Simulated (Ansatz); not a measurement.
Harmonic frequencies (cm⁻¹) at PBE0-D4/def2-TZVP from Ansatz: 84, 114, 168, 225, 241, 256, 271, 334, 348, 421, 484, 547, 584, 641, 723, 790, 832, 921, 932, 1063, 1132, 1174, 1188, 1398, 1469, 1478, 1982, 2007, 2615, 2720, 3045, 3118, 3158.

Each molecule was computed in one conformer, which needn't be the lowest.

Problem. Which molecule is it?
A. `FC[SiH]1[AlH][SiH2]1`
B. `CC(Cl)CF`
C. `BS[C](C)(F)[GaH2]`
D. `[AlH2][SiH2][GeH3]`

Solution. C.
